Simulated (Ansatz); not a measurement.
Consider the cleavage of the Al–Si bond: `[BH2][Al]([CH3])[SiH2]F` + `[OH][AlH2]` → `[BH2][Al]([CH3])[O][AlH2]` + `F[SiH3]`.

Program: Ansatz. Geometries: PBE0-D4/def2-TZVP. ΔE: electronic, gas phase. CBS: MP2 limit from def2 TZ/QZ plus the TZ coupled-cluster correction, frozen cores. This one scheme is used for every species. DFT in def2-TZVPP. HSE06 is defined as in plane-wave codes. One conformer a species, not always the lowest.

| level | ΔE (kcal/mol) |
| --- | --- |
| HSE06-D4 | -35.2 |
| HSE06 | -35.3 |
| HF/def2-SVP | -46.6 |
| MP2/def2-TZVPP | -43.3 |

(1) What does CCSD(T)/CBS give? (Best estimate.)

Largest T1 diagnostic among the species: 0.012.

## Answers

(1) Computed: -40.3 kcal/mol. The listed levels differ from it by 5.1, 5.0, -6.3, -3.0 kcal/mol.

From PBE to PBE0 (25 % exact exchange), in def2-TZVPP and without D4, ΔE moves by −2.3 kcal/mol. In def2-TZVPP, CCSD(T) changes the Hartree–Fock value by +4.4 kcal/mol (the triples alone add +0.6 kcal/mol) and MP2 by +1.9 kcal/mol.

CCSD(T)/CBS has its own doubt, a few kJ/mol and more with outer-core shells, so smaller differences from it don't rank the levels.
